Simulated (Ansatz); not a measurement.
Species: sum formula ZnO₂H₂, charge 0, multiplicity 3. The spin state was set by rule; other spins were not relaxed. SMILES of the parent species: [OH][Zn][OH]
Structure (B3LYP-D3(BJ)/def2-TZVP (Ansatz, a program for electronic structure) minimum search):
```xyz
5

Zn    -0.1681     0.5962    -0.0859
O      1.1000    -0.8201    -0.6816
H      1.7586    -1.0917    -0.0256
O     -0.6781    -1.1055     0.8155
H     -0.0918    -1.3888     1.5324
```
Charge 0, spin multiplicity 3.

Parts of the frozen-core correlation energy in STO-3G (Ansatz, hartree). Frozen orbitals: 11; correlated occupied orbitals by spin: 14 and 12; virtual: 5 and 7. UHF or UKS for open shells. Spin-orbit coupling is left out. No relativistic terms. The program attaches cautions to this run: other amplitudes.

```json
[
 {"term": "reference (HF)", "value": "-1906.26139"},
 {"term": "MP2 opposite-spin", "value": "-0.09551"},
 {"term": "MP2 same-spin", "value": "-0.01723"},
 {"term": "CCSD correlation", "value": "-0.15043"},
 {"term": "(T)", "value": "-0.00685"},
 {"term": "T1 diagnostic", "value": "0.068"},
 {"term": "largest doubles amplitude", "value": "0.199"},
 {"term": "<S^2> of the reference", "value": "2.134"}
]
```
